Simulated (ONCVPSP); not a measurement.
u(r) = r·R(r): atom against pseudo-atom (Br (Z = 35))

Columns: radius, all-electron u(r) and pseudo u(r) of the 4s shell (level -20.54 eV) of bromine in the configuration [Ar] 3d10 4s1.5 4p5.5; PBEsol, scalar-relativistic, ONCV scheme, ONCVPSP 4.0.1.

| r (bohr) | all-electron | pseudo |
| --- | --- | --- |
| 0.068 | 0.0835 | 0.0172 |
| 0.135 | 0.2663 | 0.0369 |
| 0.202 | 0.0877 | 0.0604 |
| 0.270 | -0.1778 | 0.0877 |
| 0.338 | -0.3640 | 0.1178 |
| 0.405 | -0.4304 | 0.1509 |
| 0.473 | -0.3957 | 0.1902 |
| 0.540 | -0.2923 | 0.2362 |
| 0.608 | -0.1483 | 0.2898 |
| 0.675 | 0.0093 | 0.3468 |
| 0.742 | 0.1667 | 0.4053 |
| 0.810 | 0.3159 | 0.4655 |
| 0.878 | 0.4488 | 0.5282 |
| 0.945 | 0.5609 | 0.5935 |
| 1.013 | 0.6551 | 0.6622 |
| 1.080 | 0.7291 | 0.7273 |
| 1.148 | 0.7865 | 0.7841 |
| 1.215 | 0.8272 | 0.8263 |
| 1.283 | 0.8544 | 0.8542 |
| 1.350 | 0.8690 | 0.8689 |
| 1.418 | 0.8733 | 0.8732 |
| 1.485 | 0.8687 | 0.8686 |
| 1.553 | 0.8567 | 0.8567 |
| 1.620 | 0.8391 | 0.8390 |
| 1.688 | 0.8165 | 0.8164 |
| 1.755 | 0.7906 | 0.7905 |

Task: How many radial nodes do the two functions have?

Result: The all-electron 4s function has n − l − 1 = 3 (the table is too coarse to show those close to the nucleus); the pseudo-wave has 0, since the states of the same l below it are removed with the core.

Task: At about which radius was the pseudo-wave matched?

Result: 1.35 bohr. The columns agree to 0.0005 from 1.28 bohr on; several derivatives are matched, so the curves merge somewhat inside the radius.

Task: Is the pseudo-wave norm-conserving?

Result: Yes: the ONCV scheme keeps the norm inside the radius equal to the all-electron one, which fixes the energy derivative of the logarithmic derivative at the level.
